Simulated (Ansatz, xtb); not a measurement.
**Relative energy of two isomers of GeH6Si2**

Structure a: `[SiH3][Ge][SiH3]`, a singlet. Structure b: `[SiH2]1[SiH2][GeH2]1`, a singlet. Both are isolated molecules in the gas phase, relaxed with PBE-D3(BJ)/def2-SVP.

Quicker runs give these differences E(b) − E(a): GFN2-xTB +29.7 kcal/mol; HF/STO-3G +16.3 kcal/mol (at GFN2-xTB geometries); r2SCAN-D4/def2-SVP +3.0 kcal/mol (at GFN2-xTB geometries).

Estimate E(b) − E(a) at the level CCSD(T)/def2-TZVP.

Calculated at CCSD(T)/def2-TZVP: E(b) − E(a) = −4.8 kcal/mol, so structure b lies lower.

How the difference moves with the method:

```json
{"level": "GFN2-xTB", "geometry": "GFN2-xTB", "E(b) − E(a) (kcal/mol)": "+29.7", "departure from the last row (kcal/mol)": "+34.6", "job, with rough time for the two": "optimisation, 0.22 s"}
{"level": "HF/STO-3G", "geometry": "GFN2-xTB", "E(b) − E(a) (kcal/mol)": "+16.3", "departure from the last row (kcal/mol)": "+21.1", "job, with rough time for the two": "single point, 0.51 s"}
{"level": "r2SCAN-D4/def2-SVP", "geometry": "GFN2-xTB", "E(b) − E(a) (kcal/mol)": "+3.0", "departure from the last row (kcal/mol)": "+7.8", "job, with rough time for the two": "single point, 3.5 s"}
{"level": "PBE-D3(BJ)/def2-SVP", "geometry": "PBE-D3(BJ)/def2-SVP", "E(b) − E(a) (kcal/mol)": "−5.2", "departure from the last row (kcal/mol)": "−0.4", "job, with rough time for the two": "optimisation, 46 s"}
{"level": "HF/def2-TZVP", "geometry": "PBE-D3(BJ)/def2-SVP", "E(b) − E(a) (kcal/mol)": "+2.8", "departure from the last row (kcal/mol)": "+7.6", "job, with rough time for the two": "part of the CCSD(T) run"}
{"level": "MP2/def2-TZVP", "geometry": "PBE-D3(BJ)/def2-SVP", "E(b) − E(a) (kcal/mol)": "−7.0", "departure from the last row (kcal/mol)": "−2.1", "job, with rough time for the two": "part of the CCSD(T) run"}
{"level": "CCSD(T)/def2-TZVP", "geometry": "PBE-D3(BJ)/def2-SVP", "E(b) − E(a) (kcal/mol)": "−4.8", "departure from the last row (kcal/mol)": "", "job, with rough time for the two": "single point, 55 s"}
```

As drawn, b has 1 Si–Si, 2 Ge–H in place of 2 Si–H. Structure a has no ring, b a 3-membered ring.

GFN2-xTB, HF/STO-3G, r2SCAN-D4/def2-SVP, HF/def2-TZVP put the two in the other order. The largest departure from CCSD(T)/def2-TZVP is that of GFN2-xTB, 34.6 kcal/mol.

With harmonic frequencies from PBE-D3(BJ)/def2-SVP (ideal gas, rigid rotor, one conformer each, 298.15 K, 1 atm): the zero-point term adds −0.1 kcal/mol; ΔH is −5.3 and ΔG −3.9 kcal/mol.

The correlated steps freeze 19 core orbitals; the filled d shell of Ge is correlated, in a basis made for valence electrons. Mirror images aren't counted in ΔG. Run with Ansatz 0.2.0, xtb 6.7.1; the last row on 2 threads of Intel(R) Xeon(R) Processor @ 2.70GHz on a shared host.
